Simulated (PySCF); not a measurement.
**Indirect couplings**

Cartesian coordinates in Å; atom numbers follow the order of the lines, from 1:
```xyz
11

Ge    0.4932   -0.0068    0.3430
Br    0.5488    0.0242    2.6606
Br    2.6786   -0.0272   -0.4191
C    -0.3257    1.6417   -0.2590
H    -1.3730    1.6774    0.0732
H    -0.2807    1.6933   -1.3564
H     0.2194    2.4957    0.1647
C    -0.3474   -1.6603   -0.2145
H    -0.4093   -1.6885   -1.3122
H    -1.3571   -1.7230    0.2158
H     0.2512   -2.5120    0.1347
```

Indirect spin–spin couplings were computed at PBE/pcJ-1 (pcSseg-1 on Br, pcSseg-1 on Ge) (without the spin–dipole term) (PySCF 2.14) on a PBE0-D3(BJ)/def2-SVP structure, for the isolated molecule, without vibrational or relativistic corrections. Couplings are averaged over pairs made equivalent by symmetry, fast rotation or ring inversion, so a value needn't be that of the named pair in this geometry, while other rotamers aren't included; one pair stands for each set, and the list holds those of at least 0.8 Hz over up to four bonds.

Isotopes: ¹³C, ¹H.

```
  pair  bonds  J (Hz)
C4, H5      1   129.1
C4, C8      2     5.1
H5, H6      2       ?
C4, H9      3       ?
```

Q: Estimate the withheld couplings, with signs.

A: 
- ²J(H5,H6) = -11.2 Hz
- ³J(C4,H9) = 0.9 Hz (mean over equivalent pairs that range from -0.7 to 3.9 Hz in this conformer)

Relativistic effects of the heavier atoms present are left out.
